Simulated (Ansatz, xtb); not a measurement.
## Two isomers of C6H6F+

We compare a, `FC1=CC=C[CH+]C1`, a singlet, with b, `F/C=C1\C=C[CH+]C1`, a singlet. Both are isolated ions in the gas phase, relaxed with B3LYP-D3(BJ)/def2-SVP.

a (Å):

```csv
atom,x (Å),y (Å),z (Å)
C,-0.2357,-0.5914,0.1469
C,-0.6833,0.7135,0.1668
C,-0.4502,1.4639,1.3270
C,0.2191,0.9483,2.4718
C,0.6665,-0.3430,2.4623
C,0.4660,-1.2109,1.2834
F,-0.4206,-1.3389,-0.8974
H,-1.1995,1.1324,-0.6989
H,-0.8024,2.5001,1.3504
H,0.3668,1.5894,3.3423
H,1.1843,-0.7697,3.3258
H,-0.0702,-2.1414,1.5757
H,1.4413,-1.6144,0.9302
```

b (Å):

```xyz
13

C    -0.9542   -0.2114   -0.5014
C    -0.3225   -0.0205    0.6959
C    -0.6850    0.9445    1.6685
C     0.1858    0.8575    2.7782
C     1.1035   -0.1479    2.5366
C     0.8683   -0.7845    1.2172
F    -1.9742    0.5068   -0.8494
H    -0.6627   -0.9628   -1.2455
H    -1.5152    1.6479    1.5687
H     0.1352    1.4819    3.6702
H     1.9049   -0.4495    3.2159
H     0.6818   -1.8710    1.3254
H     1.7627   -0.7025    0.5690
```

Quicker runs give these differences E(b) − E(a): GFN2-xTB +53.4 kJ/mol; HF/STO-3G +48.7 kJ/mol (at GFN2-xTB geometries); r2SCAN-D4/def2-SVP +46.5 kJ/mol (at GFN2-xTB geometries).

**Question.** Estimate E(b) − E(a) at the level CCSD(T)/def2-SVP + ΔMP2/def2-TZVPP.

**Answer.** Calculated at CCSD(T)/def2-SVP + ΔMP2/def2-TZVPP: E(b) − E(a) = +41.7 kJ/mol, so structure a lies lower.

How the difference moves with the method:

| level | geometry | E(b) − E(a) (kJ/mol) | departure from the last row (kJ/mol) | job, with rough time for the two |
| --- | --- | --- | --- | --- |
| GFN2-xTB | GFN2-xTB | +53.4 | +11.6 | optimisation, 0.34 s |
| HF/STO-3G | GFN2-xTB | +48.7 | +7.0 | single point, 0.96 s |
| r2SCAN-D4/def2-SVP | GFN2-xTB | +46.5 | +4.8 | single point, 6.9 s |
| B3LYP-D3(BJ)/def2-SVP | B3LYP-D3(BJ)/def2-SVP | +48.5 | +6.8 | optimisation, 62 s |
| HF/def2-SVP | B3LYP-D3(BJ)/def2-SVP | +42.5 | +0.8 | part of the CCSD(T) run |
| MP2/def2-SVP | B3LYP-D3(BJ)/def2-SVP | +42.7 | +0.9 | part of the CCSD(T) run |
| CCSD(T)/def2-SVP | B3LYP-D3(BJ)/def2-SVP | +40.3 | −1.4 | single point |
| CCSD(T)/def2-SVP + ΔMP2/def2-TZVPP | B3LYP-D3(BJ)/def2-SVP | +41.7 |  | single point, 1.7 min |

As drawn, both hold the same kinds of bond in the same numbers. Structure a has a 6-membered ring, b a 5-membered ring.

The levels shown agree on the order. The largest departure from CCSD(T)/def2-SVP + ΔMP2/def2-TZVPP is that of GFN2-xTB, 11.6 kJ/mol. The last row adds to CCSD(T) the change of the MP2 difference between the two basis sets, here +1.4 kJ/mol.

With thermal terms from frequencies at re-optimised GFN2-xTB minima (ideal gas, soft modes damped towards free rotors, one conformer each, 298.15 K, 1 atm): on the last row, ΔE + ΔZPE = +40.9, ΔH = +41.7, ΔG = +39.5 kJ/mol.

The correlated steps freeze 7 core orbitals. Programs: Ansatz 0.2.0, xtb 6.7.1; the last row on 2 threads of Intel(R) Xeon(R) Processor @ 2.70GHz on a shared host.
